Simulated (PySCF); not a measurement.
C3H8OSi, SMILES OC1([SiH3])CC1.

Coordinates come from a B3LYP-D3(BJ)/def2-SVP optimisation. The structure was generated by enumeration, and PubChem lists no compound with its InChIKey, so it may never have been made. The values are those of a single conformer.

Computed with PBE/def2-TZVP (PySCF).

Isolated molecule, no solvent.

| Quantity | Value |
|---|---|
| total energy | -483.48817 hartree |
| highest occupied level | -5.96 eV |
| lowest empty level | -0.29 eV |
| orbital gap | 5.66 eV |
| dipole moment | 0.256 e·Å |
| quadrupole, principal values (traceless, Buckingham form, about the centre of nuclear charge) | -4.20, -1.41, 5.61 D·Å |
| mean static polarisability | 68.3 bohr³ (10.12 Å³) |
| polarisability, principal values | 62.7, 65.7, 76.4 bohr³ |
